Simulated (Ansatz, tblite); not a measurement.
Spin states of In₂P (the lowest doublet isomer of a short search), each relaxed with r2SCAN-D4/def2-TZVP in Ansatz. Electronic energies in the gas phase.

In the def2 sets In takes a core potential; there is no spin–orbit coupling. The xTB rows come from tblite. HSE06 is defined as in plane-wave codes, on full-range PBE exchange. Correlated methods freeze 13 core orbitals; core or outer-core shells of In are correlated, in sets that lack core-valence functions. The structure comes from a short search, and lower isomers may exist.

Doublet geometry (C2v within 0.1 Å):

```xyz
3

In    0.658   -1.574   -1.459
In   -0.163    2.051    0.897
P    -0.495   -0.477    0.562
```

Quartet geometry (C2v within 0.1 Å):

Cartesian coordinates in Å:
```
In 1.636 -0.187 -0.213
In -0.927 1.231 0.619
P -0.709 -1.044 -0.407
```

⟨S²⟩: doublet 0.76 at PBE0-D4/def2-TZVP (pure 0.75), quartet 3.77 at PBE0-D4/def2-TZVP (pure 3.75).

Only these spin states were relaxed. The quartet has other bonds than the doublet, so the gap mixes isomer and spin.

```
              level  quartet − doublet (kJ/mol)  lowest of these
           GFN1-xTB                       287.5          doublet
           GFN2-xTB                       279.6          doublet
       HF/def2-TZVP                       107.6          doublet
      HF/def2-TZVPP                       107.6          doublet
   PBE-D4/def2-TZVP                       109.6          doublet
r2SCAN-D4/def2-TZVP                        94.6          doublet
   B97M-V/def2-TZVP                       123.6          doublet
  PBE0-D4/def2-TZVP                       106.2          doublet
 HSE06-D4/def2-TZVP                       105.4          doublet
 BHLYP-D4/def2-TZVP                       131.6          doublet
  ωB97X-V/def2-TZVP                       127.1          doublet
   B2PLYP/def2-TZVP                       115.5          doublet
  RPA@PBE/def2-TZVP                       109.6          doublet
      MP2/def2-TZVP                        93.1          doublet
     MP2/def2-TZVPP                        93.2          doublet
    CCSD/def2-TZVPP                       110.8          doublet
 CCSD(T)/def2-TZVPP                       101.7          doublet
```

Change of the quartet − doublet gap on mixing in exact exchange, in kJ/mol: PBE to PBE0 (25 % exact exchange) -3.5.

The xTB methods have no term that favours high spin, so they put low spin too low.
